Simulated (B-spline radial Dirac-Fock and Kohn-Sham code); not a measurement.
**Nb³⁺: photoemission with 3730 eV photons**

System: the Nb³⁺ ion, configuration [Kr] 4d2.

Calculated with an atomic code on a B-spline grid, using a relativistic central-field model (Hartree-Slater potential of the initial state, Latter tail, multipole expansion of the photon field, Dirac-Fock thresholds). The asymmetry parameter β is from the dipole term alone. Kinetic energies are from the vacuum level. Open shells are spread statistically over j, without multiplet splitting.

| subshell | electrons | binding (eV) | kinetic (eV) | σ (kb) | β |
| --- | --- | --- | --- | --- | --- |
| L1 (2s) | 2 | 2744.5 | 985.5 | 29.2 | 2.00 |
| L2 (2p1/2) | 2 | 2506.8 | 1223.2 | 39.5 | 1.43 |
| L3 (2p3/2) | 4 | 2412.5 | 1317.5 | ? | ? |
| M1 (3s) | 2 | 512.0 | 3218.0 | 5.78 | 2.00 |
| M2 (3p1/2) | 2 | 421.9 | 3308.1 | 5.06 | 1.47 |
| M3 (3p3/2) | 4 | 406.2 | 3323.8 | 9.37 | 1.51 |
| M4 (3d3/2) | 4 | 247.4 | 3482.6 | 2.10 | 0.94 |
| M5 (3d5/2) | 6 | 244.7 | 3485.3 | 2.99 | 0.91 |
| N1 (4s) | 2 | 101.8 | 3628.2 | 0.999 | 2.00 |
| N2 (4p1/2) | 2 | 73.67 | 3656.3 | 0.723 | 1.46 |
| N3 (4p3/2) | 4 | 71.46 | 3658.5 | 1.34 | 1.50 |
| N4 (4d3/2) | 0.8 | 35.92 | 3694.1 | 0.0399 | 0.92 |
| N5 (4d5/2) | 1.2 | 35.72 | 3694.3 | 0.0570 | 0.89 |

Q: What are σ and β for L3 (2p3/2)?

A: σ = 73.1 kb, the largest of all subshells and 43 % of the total, and β = 1.47.
